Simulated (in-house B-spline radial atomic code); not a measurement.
A fraction x of an electron is removed from 4d in Pd²⁺, starting from [Kr] 4d8 and keeping the highest spin. Level of theory: scalar-relativistic (X2C) SCAN, spin-polarised, spherical fractional occupations, Fermi nucleus of rms radius 4.5318 fm; calculated with an all-electron radial atomic-structure program (B-spline basis).

```json
{"x": "0", "E(x) - E(0) (eV)": "0.0000", "4d down level (eV)": "-26.404"}
{"x": "0.06", "E(x) - E(0) (eV)": "1.6076", "4d down level (eV)": "-27.182"}
{"x": "0.13", "E(x) - E(0) (eV)": "3.5422", "4d down level (eV)": "-28.095"}
{"x": "0.36", "E(x) - E(0) (eV)": "10.3531", "4d down level (eV)": "-31.141"}
{"x": "0.45", "E(x) - E(0) (eV)": "13.2102", "4d down level (eV)": "-32.352"}
{"x": "0.5", "E(x) - E(0) (eV)": "14.8447", "4d down level (eV)": "-33.028"}
{"x": "0.55", "E(x) - E(0) (eV)": "16.5131", "4d down level (eV)": "-33.708"}
{"x": "0.72", "E(x) - E(0) (eV)": "22.4414", "4d down level (eV)": "-36.042"}
{"x": "0.78", "E(x) - E(0) (eV)": "24.6288", "4d down level (eV)": "-36.873"}
{"x": "0.9", "E(x) - E(0) (eV)": "29.1539", "4d down level (eV)": "-38.548"}
{"x": "1", "E(x) - E(0) (eV)": "33.0790", "4d down level (eV)": "-39.956"}
```

The exact functional would give a straight line between the two integer points. Deviations E(x) - E(0) - x[E(1) - E(0)], in eV: -0.377 at x = 0.06, -0.758 at x = 0.13, -1.555 at x = 0.36, -1.675 at x = 0.45, -1.695 at x = 0.5, -1.68 at x = 0.55, -1.375 at x = 0.72, -1.173 at x = 0.78, -0.617 at x = 0.9.

The curve lies below the straight line by up to 1.695 eV (at x = 0.5): convex, the delocalisation error that favours fractional charges.

Task: How well does Slater's transition state (minus the level at half occupation) give the ionisation energy?

Result: It gives 33.028 eV against 33.079 eV from the two total energies; NIST lists 32.93 eV, ground level to ground level.
